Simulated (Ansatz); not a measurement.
The cluster Al3Ga2⁺, relaxed as a singlet with RKS r2SCAN-D4/def2-SVP in Ansatz, starting from the GFN1-xTB geometry. Force threshold 0.02 eV/Å.

The restricted singlet is unstable towards broken spin symmetry in Hartree–Fock (as tested in another run); at r2SCAN-D4/def2-SVP this wasn't settled. Another isomer (triplet) lies 0.08 eV lower at PBE0-D4/def2-TZVP; other spin states weren't run for this one.

Start:

Cartesian coordinates in Å:
```
Al 1.164 1.941 -0.659
Al -0.412 2.001 1.201
Al 0.322 -2.923 0.353
Ga -1.324 -0.476 0.478
Ga 0.250 -0.543 -1.372
```

```tsv
step	energy (eV)	largest force component (eV/Å)	SCF passes
1	-124516.3839	0.779	36
2	-124516.5391	0.838	28
3	-124516.7903	0.875	27
4	-124516.9138	0.436	28
5	-124516.9483	0.153	29
6	-124516.9634	0.095	27
7	-124516.9847	0.052	28
8 (rejected)	-124516.9776	0.322	28
9	-124516.9915	0.036	26
10	-124516.9934	0.067	26
11 (rejected)	-124516.9909	0.072	23
12	-124516.9944	0.004	26
```

Force components are those of the run's own axes.

End:

Cartesian coordinates in Å:
```
Al 1.011 1.814 -0.920
Al -0.693 1.863 1.068
Al -0.218 -2.579 -0.115
Ga -0.940 -0.523 1.025
Ga 0.840 -0.575 -1.058
```

By distances, no bond broke or formed. The bond that changes most is Al3–Ga4, from 2.95 to 2.46 Å (atoms count from 1).

No frequencies were taken in this run, so the end may be a saddle point.

Run time 33 s (4 threads of Arm Neoverse V2 on a shared host).
